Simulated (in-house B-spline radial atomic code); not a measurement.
## Ionising Re with different functionals

Computed with a radial B-spline atomic code at the basis-set limit: scalar-relativistic (spin-free X2C) Hamiltonian, Fermi nucleus of rms radius 5.3698 fm, spin-polarised at highest spin, spherical fractional occupations for the functionals, the average over the highest-spin determinants for Hartree-Fock. The ionisation energy is the difference of two self-consistent energies, [Xe] 4f14 5d5 6s2 → [Xe] 4f14 5d5 6s1, without Breit or QED terms; ε is the level of the shell that loses the electron (its least bound occupied spin orbital). There is no spin-orbit coupling in this Hamiltonian.

```tsv
method	rung	ΔSCF (eV)	-ε(6s) (eV)
Hartree-Fock	Hartree-Fock	5.93	6.09
HF fractional	Hartree-Fock	?	?
LDA VWN5	LDA	8.13	5.15
LDA PW92	LDA	8.13	5.16
LDA exchange-only	LDA	6.37	3.79
PBE	GGA	7.65	4.80
PBEsol	GGA	7.60	4.83
BLYP	GGA	8.06	4.97
RPBE	GGA	7.57	4.68
PW91	GGA	7.70	4.85
BP86	GGA	7.89	5.03
AM05	GGA	7.63	4.79
OLYP	GGA	7.65	4.53
TPSS	meta-GGA	7.49	4.67
SCAN	meta-GGA	?	?
r2SCAN	meta-GGA	7.26	4.90
revTPSS	meta-GGA	7.49	4.72
PBE0	global hybrid	7.40	5.38
B3LYP	global hybrid	8.01	5.58
TPSSh	global hybrid	7.43	4.92
M06-2X	global hybrid	8.39	5.95
BHandHLYP	global hybrid	7.68	6.13
r2SCAN0	global hybrid	7.23	5.50
B97-1	global hybrid	8.30	5.49
HSE06	range-separated hybrid	7.43	5.06
wB97X	range-separated hybrid	8.42	7.80
CAM-B3LYP	range-separated hybrid	7.95	6.72
LC-wPBE	range-separated hybrid	7.20	7.32
```

**Question.** What does SCAN give?

**Answer.** ΔSCF 7.49 eV, and -ε(6s) = 5.11 eV.

**Question.** What does HF fractional give?

**Answer.** ΔSCF 5.93 eV, and -ε(6s) = 6.09 eV.

**Question.** Among the functionals, which spreads more, the ΔSCF values or the orbital energies?

**Answer.** The orbital energies: ΔSCF values span about 2.06 eV and the orbital energies 4.01 eV.

**Question.** How do they compare with the NIST value?

**Answer.** NIST lists 7.834 eV (measured, ground level to ground level). Errors run from -1.91 to +0.59 eV; BP86 is closest (+0.06 eV), but part of that can be cancellation, since the calculations leave out spin-orbit coupling, Breit-QED terms, multiplet and fine-structure energies. Hartree-Fock also lacks correlation.
